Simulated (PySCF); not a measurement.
# Lu⁷⁰⁺: ionisation energy

Lu⁷⁰⁺ 1s1 (2S) → Lu⁷¹⁺ (bare nucleus), as a difference of total energies. All numbers are calculated (PySCF 2.14, the spin-free X2C one-electron Hamiltonian (Gaussian nucleus), in an even-tempered Gaussian basis (16 s from 200 bohr⁻², ratio 2.2; 7 p from 300 bohr⁻², ratio 2.4; 4 d from 900 bohr⁻², ratio 2.4; 3 f from 1300 bohr⁻², ratio 2.4; 3 g from 2000 bohr⁻², ratio 2.4)). The calculations carry no spin-orbit coupling.

```
 method  ionisation energy (eV)
    UHF                 73913.9
    LDA                 73821.9
    PBE                 73916.0
   PBE0                 73915.5
 r2SCAN                 73921.8
r2SCANh                 73921.0
   PW91                 73918.3
```

For one electron Hartree-Fock is exact for this Hamiltonian up to the basis; QED and nuclear recoil make up the gap, and the density functionals add self-interaction.

For comparison: 73804.35 ± 0.24 eV (theoretical estimate listed by NIST; NIST Atomic Spectra Database, ionization energies).
